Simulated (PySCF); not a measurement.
B(H)(Br)(NH2) (BBrH3N), SMILES NBBr.

Geometry optimised at B3LYP-D3(BJ)/def2-TZVP. Other conformers were not sampled.

All values below come from PBE0/def2-TZVPD run with PySCF.

- total energy = -2655.27750 hartree
- point group = Cs
- highest occupied level = -8.05 eV
- lowest empty level = -0.14 eV
- orbital gap = 7.91 eV
- dipole moment = 2.85 D
- quadrupole, principal values (traceless, Buckingham form, about the centre of nuclear charge) = -5.43, -2.35, 7.78 D·Å
- mean static polarisability = 46.6 bohr³ (6.90 Å³)
- polarisability, principal values = 36.9, 44.0, 58.8 bohr³
